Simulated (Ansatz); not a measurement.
Geometry optimisation, UKS PBE-D4/cc-pVDZ in Ansatz 0.2.0.

The input (input.yaml):

```yaml
crystal:
  periodic: [false, false, false]
  atoms:
    - { symbol: C, position_ang: [-0.13386, 1.02864, 0.06417] }
    - { symbol: "N", position_ang: [-0.01979, -0.40266, 0.4731] }
    - { symbol: B, position_ang: [0.25673, -1.33355, -0.65599] }
    - { symbol: S, position_ang: [0.55012, -2.2912, -1.88285] }
    - { symbol: H, position_ang: [-0.94287, 1.14503, -0.65379] }
    - { symbol: H, position_ang: [-0.33563, 1.65253, 0.933] }
    - { symbol: H, position_ang: [0.7941, 1.3555, -0.40091] }
    - { symbol: H, position_ang: [-0.89296, -0.67516, 0.94371] }
    - { symbol: H, position_ang: [0.72416, -0.47913, 1.17955] }
total_charge: 1
magnetization:
  spin_polarized: true
basis:
  gaussian: { orbitals: cc-pVDZ }
hamiltonian:
  xc: pbe
  dispersion: d4
relax:
  f_tol: 0.02
  max_steps: 50
```

Run as:

```bash
$ ansatz run input.yaml --threads 2 --pin off --max-ram 3072MiB --backend cpu --events-out ev --progress --plain --runs-dir out
```

**Question.** Where does it end, and by what steps?

**Answer.** The run converged. After 4 steps the energy has fallen by 0.056 eV; C1 moved furthest, 0.04 Å.

```json
{"step": "0", "energy less start (eV)": "0.0000", "largest force component (eV/Å)": "0.743", "accepted": "yes"}
{"step": "1", "energy less start (eV)": "-0.0460", "largest force component (eV/Å)": "0.454", "accepted": "yes"}
{"step": "2", "energy less start (eV)": "-0.0557", "largest force component (eV/Å)": "0.061", "accepted": "yes"}
{"step": "3", "energy less start (eV)": "-0.0558", "largest force component (eV/Å)": "0.036", "accepted": "yes"}
{"step": "4", "energy less start (eV)": "-0.0558", "largest force component (eV/Å)": "0.010", "accepted": "yes"}
```

```xyz
9
Properties=species:S:1:pos:R:3
C -0.137 1.065 0.055
N -0.021 -0.401 0.475
B 0.257 -1.335 -0.660
S 0.555 -2.313 -1.895
H -0.964 1.147 -0.671
H -0.341 1.668 0.958
H 0.818 1.363 -0.412
H -0.895 -0.695 0.957
H 0.727 -0.499 1.193
```

Whether the end is a true minimum wasn't checked by a vibrational analysis.

Time of the run: 14 s on 2 threads of Arm Neoverse V1, with other jobs on the host, peak memory 0.17 GiB.
